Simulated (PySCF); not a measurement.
# Electron correlation in Ne (neon, neutral)

[Ne], closed-shell 1S. Computed with PySCF 2.14 in def2-SVP (3s2p1d, 14 functions), with the non-relativistic Hamiltonian (point nucleus). Frozen: 1s2; 8 electrons correlated.

MP2 pair energies summed by pair of shells (mhartree):

```
 pair   energy  share (%)
2p-2p  -140.24       76.4
2s-2p   -36.27       19.8
2s-2s    -7.07        3.8
```

Total MP2 correlation energy: -183.58 mhartree.

Same-spin part -50.68 and opposite-spin part -132.90 mhartree; SCS-MP2 scales them by 1/3 and 6/5 to -176.37 mhartree.

```
  level  correlation energy (mhartree)
   CCSD                        -187.32
    (T)                          -1.03
CCSD(T)                        -188.35
```

Diagnostics: T1 = 0.0030, D1 = 0.0043, largest double amplitude 0.042.

Cost of the coupled-cluster step: 0.08 s of wall time on 1 thread of Neoverse-N1 (shared host), for 8 correlated electrons.

Iterations:

```
CC2 = 0
CCSD nocc = 4, nmo = 13
frozen orbitals [0]
max_cycle = 100
direct = 0
conv_tol = 1e-08
conv_tol_normt = 1e-06
diis_space = 8
diis_start_cycle = 0
Init t2, MP2 energy = -128.55998260136  E_corr(MP2) -0.18357579132884
Init E_corr(CCSD) = -0.183575791328862
cycle = 1  E_corr(CCSD) = -0.185611842051512  dE = -0.00203605072  norm(t1,t2) = 0.0124678
cycle = 2  E_corr(CCSD) = -0.187006877301213  dE = -0.00139503525  norm(t1,t2) = 0.00299462
cycle = 3  E_corr(CCSD) = -0.187263312363869  dE = -0.000256435063  norm(t1,t2) = 0.000814018
cycle = 4  E_corr(CCSD) = -0.187318245081701  dE = -5.49327178e-05  norm(t1,t2) = 0.000138413
cycle = 5  E_corr(CCSD) = -0.18731580172337  dE = 2.44335833e-06  norm(t1,t2) = 1.32754e-05
cycle = 6  E_corr(CCSD) = -0.187315930788395  dE = -1.29065025e-07  norm(t1,t2) = 1.09604e-06
cycle = 7  E_corr(CCSD) = -0.187315920174251  dE = 1.06141438e-08  norm(t1,t2) = 5.16818e-08
cycle = 8  E_corr(CCSD) = -0.187315919978933  dE = 1.95317817e-10  norm(t1,t2) = 4.73865e-09
CCSD converged
E(CCSD) = -128.5637227300101  E_corr = -0.1873159199789333
CCSD(T) correction = -0.0010325660605902
```
